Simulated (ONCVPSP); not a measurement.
I (Z = 53), ONCV: configuration errors across variants

```json
{"Element": "I (Z = 53)", "Generator": "ONCVPSP 4.0.1", "Type": "optimised norm-conserving Vanderbilt (ONCV)", "Functional": "PBE", "Relativity": "fully relativistic", "Frozen core": "[Ar] 3d10", "Valence charge": "25", "Reference configuration": "4s2 4p6 4d10 5s2 5p5", "Partial waves": "4s+5s: rc 1.20 bohr, ncon 4, nbas 7, qcut 8.2 1/bohr, 2 projectors; 4p+5p: rc 1.40 bohr, ncon 5, nbas 8, qcut 12.2 1/bohr, 2 projectors; 4d: rc 1.20 bohr, ncon 5, nbas 10, qcut 12.9 1/bohr, local", "Local potential": "the d channel", "Core correction": "none"}
```

Open shells are filled in proportion to 2j + 1.

All-electron excitation energies from the reference (eV): (1) 4s2 4p6 4d10 5s2 5p4 11.157; (2) 4s2 4p6 4d10 5s2 5p3 31.033; (3) 4s2 4p6 4d10 5s2 5p2 60.396; (4) 4s2 4p5 4d10 5s2 5p5 136.676.

5 further variants failed, have other tests or another functional or relativity, and are left out.

The file “base” misses its own reference levels by 1.0 eV. The file “p: rc 1.32” misses its own reference levels by 1.0 eV. The file “s: qcut 10.3; p: qcut 15.3; d: qcut 16.1” misses its own reference levels by 1.0 eV. The file “p: qcut 15.4” misses its own reference levels by 1.0 eV.

Errors AE − PS in meV (a dash: test not solved or not reliable):

| change | (1) | (2) | (3) | (4) | bound ghosts | GHOST(+) flags above zero |
| --- | --- | --- | --- | --- | --- | --- |
| base | +0.5 | +1.3 | +2.3 | -32 | none | none |
| p: rc 1.32 | +0.7 | +1.8 | +3.2 | -19 | none | none |
| s: qcut 10.3; p: qcut 15.3; d: qcut 16.1 | +0.6 | +1.3 | +2.3 | -8.7 | none | s |
| p: qcut 15.4 | +0.6 | +1.6 | +3.1 | +7.5 | none | none |

**Question.** Give the same row for: s: qcut 8.9.

**Answer.** +0.6, +1.3, +2.1, -34; bound ghosts: none; GHOST(+) flags above zero: s.
